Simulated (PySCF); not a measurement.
Harmonic spectrum computed at PBE0 in the def2-TZVP basis family (core potentials from Rb on, PySCF, no spin–orbit coupling):

| ω (cm⁻¹) | IR (km/mol) |
| --- | --- |
| 151 | 2.2 |
| 195 | 34.1 |
| 933 | 34.4 |

Task: Which molecule gave it? In each, all ligands are bound to the one heavy central atom.
A. IHfN (singlet)
B. ITiN (singlet)
C. IGeN (singlet)
D. ISnN (singlet)
E. ITeN (singlet)

Result: E. It has Cs symmetry with Te–I 2.792 Å, Te–N 1.802 Å.
